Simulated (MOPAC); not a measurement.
Input for MOPAC: AM1 on C3H10O2 (a complex), monomers drawn apart or pushed together.

```
AM1 1SCF PRECISE CHARGE=0 THREADS=1
C3H10O2

C      0.13632074 1    -0.07180237 1    -0.24360279 1
O      0.37616137 1     0.91958617 1     0.73599155 1
H      0.78906321 1    -0.94520369 1    -0.12156709 1
H      0.34250758 1     0.37162305 1    -1.21820739 1
H     -0.90467890 1    -0.41821696 1    -0.23988016 1
H      0.20181930 1     0.53538961 1     1.61094881 1
C     -1.12908485 1     0.45502465 1     4.76673695 1
O     -0.09954812 1    -0.21700729 1     4.06317860 1
C      1.12946683 1    -0.23551144 1     4.76782096 1
H     -0.85719977 1     1.49830338 1     4.96380823 1
H     -1.34028178 1    -0.04377634 1     5.71936448 1
H     -2.01899345 1     0.42858863 1     4.14100005 1
H      1.48640734 1     0.78149956 1     4.96616522 1
H      1.85339600 1    -0.75294736 1     4.14151940 1
H      1.02520750 1    -0.76861162 1     5.71951662 1
```

Output:

```
*******************************************************************************
 **                                                                           **
 **                              MOPAC v23.2.5                                **
 **                                                                           **
 *******************************************************************************
 ** MOPAC's Digital Object Identifier: https://doi.org/10.5281/zenodo.6511958 **
 **                                                                           **
 ** Please cite the open-source release paper for use of this MOPAC version:  **
 ** J. E. Moussa and J. J. P. Stewart (2026)                                  **
 ** MOPAC: An open-source semiempirical molecular orbital program             **
 ** J. Open Source Softw., 11(119), 8025, https://doi.org/10.21105/joss.08025 **
 *******************************************************************************

                              AM1 CALCULATION RESULTS

 *******************************************************************************
 *  AM1        - The AM1 Hamiltonian to be used
 *
 *
 *
 *                 CHARGE ON SYSTEM = 0
 *
 *
 *
 *  PRECISE    - TIGHTER CRITERIA TO BE USED
 *  1SCF       - DO 1 SCF AND THEN STOP
 *  THREADS=1  - MULTI-THREADING NOT USED
 *  T=         - A TIME OF 172800.0 SECONDS REQUESTED
 *  DUMP=N     - RESTART FILE WRITTEN EVERY 7200.0 SECONDS REQUESTED
 *******************************************************************************
AM1 1SCF PRECISE CHARGE=0 THREADS=1
 C3H10O2

   ATOM   CHEMICAL          X               Y               Z
  NUMBER   SYMBOL      (ANGSTROMS)     (ANGSTROMS)     (ANGSTROMS)

     1       C          0.13632074  *  -0.07180237  *  -0.24360279  *
     2       O          0.37616137  *   0.91958617  *   0.73599155  *
     3       H          0.78906321  *  -0.94520369  *  -0.12156709  *
     4       H          0.34250758  *   0.37162305  *  -1.21820739  *
     5       H         -0.90467890  *  -0.41821696  *  -0.23988016  *
     6       H          0.20181930  *   0.53538961  *   1.61094881  *
     7       C         -1.12908485  *   0.45502465  *   4.76673695  *
     8       O         -0.09954812  *  -0.21700729  *   4.06317860  *
     9       C          1.12946683  *  -0.23551144  *   4.76782096  *
    10       H         -0.85719977  *   1.49830338  *   4.96380823  *
    11       H         -1.34028178  *  -0.04377634  *   5.71936448  *
    12       H         -2.01899345  *   0.42858863  *   4.14100005  *
    13       H          1.48640734  *   0.78149956  *   4.96616522  *
    14       H          1.85339600  *  -0.75294736  *   4.14151940  *
    15       H          1.02520750  *  -0.76861162  *   5.71951662  *



          CARTESIAN COORDINATES

    NO.       ATOM           X           Y           Z

     1         C          0.1363     -0.0718     -0.2436
     2         O          0.3762      0.9196      0.7360
     3         H          0.7891     -0.9452     -0.1216
     4         H          0.3425      0.3716     -1.2182
     5         H         -0.9047     -0.4182     -0.2399
     6         H          0.2018      0.5354      1.6109
     7         C         -1.1291      0.4550      4.7667
     8         O         -0.0995     -0.2170      4.0632
     9         C          1.1295     -0.2355      4.7678
    10         H         -0.8572      1.4983      4.9638
    11         H         -1.3403     -0.0438      5.7194
    12         H         -2.0190      0.4286      4.1410
    13         H          1.4864      0.7815      4.9662
    14         H          1.8534     -0.7529      4.1415
    15         H          1.0252     -0.7686      5.7195

  H: (AM1): M.J.S. DEWAR ET AL, J. AM. CHEM. SOC. 107 3902-3909 (1985)
  C: (AM1): M.J.S. DEWAR ET AL, J. AM. CHEM. SOC. 107 3902-3909 (1985)
  O: (AM1): M.J.S. DEWAR ET AL, J. AM. CHEM. SOC. 107 3902-3909 (1985)

           Empirical Formula: C3 H10 O2  =    15 atoms



      MOLECULAR POINT GROUP   :   Cs


      RHF CALCULATION, NO. OF DOUBLY OCCUPIED LEVELS = 17


 -------------------------------------------------------------------------------
 AM1 1SCF PRECISE CHARGE=0 THREADS=1
 C3H10O2



     1SCF WAS SPECIFIED, SO BFGS WAS NOT USED
     SCF FIELD WAS ACHIEVED


                              AM1 CALCULATION
                                                       MOPAC v23.2.5 Linux




          FINAL HEAT OF FORMATION =       -108.68725 KCAL/MOL =    -454.74744 KJ/MOL


          COSMO AREA              =        144.03 SQUARE ANGSTROMS
          COSMO VOLUME            =        124.25 CUBIC ANGSTROMS

          IONIZATION POTENTIAL    =         10.812875 EV
          HOMO LUMO ENERGIES (EV) =        -10.813  3.004
          NO. OF FILLED LEVELS    =         17
          MOLECULAR WEIGHT        =         78.1108         POINT GROUP:  Cs

          MOLECULAR DIMENSIONS (Angstroms)

            Atom       Atom       Distance
            H    11    H     4     7.15082
            H    14    H    12     3.96008
            H     5    H    10     2.49296


          SCF CALCULATIONS        =          1





   ATOM   CHEMICAL          X               Y               Z
  NUMBER   SYMBOL      (ANGSTROMS)     (ANGSTROMS)     (ANGSTROMS)

     1       C          0.13632074  *  -0.07180237  *  -0.24360279  *
     2       O          0.37616137  *   0.91958617  *   0.73599155  *
     3       H          0.78906321  *  -0.94520369  *  -0.12156709  *
     4       H          0.34250758  *   0.37162305  *  -1.21820739  *
     5       H         -0.90467890  *  -0.41821696  *  -0.23988016  *
     6       H          0.20181930  *   0.53538961  *   1.61094881  *
     7       C         -1.12908485  *   0.45502465  *   4.76673695  *
     8       O         -0.09954812  *  -0.21700729  *   4.06317860  *
     9       C          1.12946683  *  -0.23551144  *   4.76782096  *
    10       H         -0.85719977  *   1.49830338  *   4.96380823  *
    11       H         -1.34028178  *  -0.04377634  *   5.71936448  *
    12       H         -2.01899345  *   0.42858863  *   4.14100005  *
    13       H          1.48640734  *   0.78149956  *   4.96616522  *
    14       H          1.85339600  *  -0.75294736  *   4.14151940  *
    15       H          1.02520750  *  -0.76861162  *   5.71951662  *

                             CARTESIAN COORDINATES

   1    C        0.136320740    -0.071802370    -0.243602790
   2    O        0.376161370     0.919586170     0.735991550
   3    H        0.789063210    -0.945203690    -0.121567090
   4    H        0.342507580     0.371623050    -1.218207390
   5    H       -0.904678900    -0.418216960    -0.239880160
   6    H        0.201819300     0.535389610     1.610948810
   7    C       -1.129084850     0.455024650     4.766736950
   8    O       -0.099548120    -0.217007290     4.063178600
   9    C        1.129466830    -0.235511440     4.767820960
  10    H       -0.857199770     1.498303380     4.963808230
  11    H       -1.340281780    -0.043776340     5.719364480
  12    H       -2.018993450     0.428588630     4.141000050
  13    H        1.486407340     0.781499560     4.966165220
  14    H        1.853396000    -0.752947360     4.141519400
  15    H        1.025207500    -0.768611620     5.719516620


           Empirical Formula: C3 H10 O2  =    15 atoms



      MOLECULAR POINT GROUP   :   Cs


                  EIGENVALUES
 -38.97307 -37.44025 -29.13679 -27.06441 -26.31086 -17.98035 -17.31945 -16.75546
 -16.58542 -15.18656 -15.10317 -13.49982 -13.00728 -12.48890 -12.26314 -10.89287
 -10.81287   3.00439   4.00589   4.04633   4.16426   4.31190   4.35589   4.41357
   4.52505   4.60365   4.65522   4.98207   6.06734   6.60188


              NET ATOMIC CHARGES AND DIPOLE CONTRIBUTIONS

  ATOM NO.   TYPE          CHARGE      No. of ELECS.   s-Pop       p-Pop
    1          C          -0.062077        4.0621     1.22124     2.84084
    2          O          -0.334991        6.3350     1.86997     4.46502
    3          H           0.048036        0.9520     0.95196
    4          H           0.087903        0.9121     0.91210
    5          H           0.048216        0.9518     0.95178
    6          H           0.212259        0.7877     0.78774
    7          C          -0.068944        4.0689     1.22671     2.84223
    8          O          -0.284451        6.2845     1.87607     4.40838
    9          C          -0.069176        4.0692     1.22678     2.84240
   10          H           0.058810        0.9412     0.94119
   11          H           0.056870        0.9431     0.94313
   12          H           0.095768        0.9042     0.90423
   13          H           0.058995        0.9410     0.94101
   14          H           0.095762        0.9042     0.90424
   15          H           0.057019        0.9430     0.94298
 DIPOLE           X         Y         Z       TOTAL
 POINT-CHG.    -0.171    -0.573     0.967     1.137
 HYBRID        -0.122    -0.327     0.690     0.773
 SUM           -0.293    -0.900     1.657     1.908


          ATOMIC ORBITAL ELECTRON POPULATIONS

     Atom    s        px        py        pz
    1  C   1.22124   0.98702   0.92045   0.93337
    2  O   1.86997   1.91486   1.36462   1.18554
    3  H   0.95196
    4  H   0.91210
    5  H   0.95178
    6  H   0.78774
    7  C   1.22671   0.91145   0.95993   0.97085
    8  O   1.87607   1.19654   1.77012   1.44172
    9  C   1.22678   0.86552   1.00609   0.97079
   10  H   0.94119
   11  H   0.94313
   12  H   0.90423
   13  H   0.94101
   14  H   0.90424
   15  H   0.94298

 **********************
 *                    *
 * JOB ENDED NORMALLY *
 *                    *
 **********************




 == MOPAC DONE ==
```

The run finished.

Cost: roughly 0.04 core-seconds.
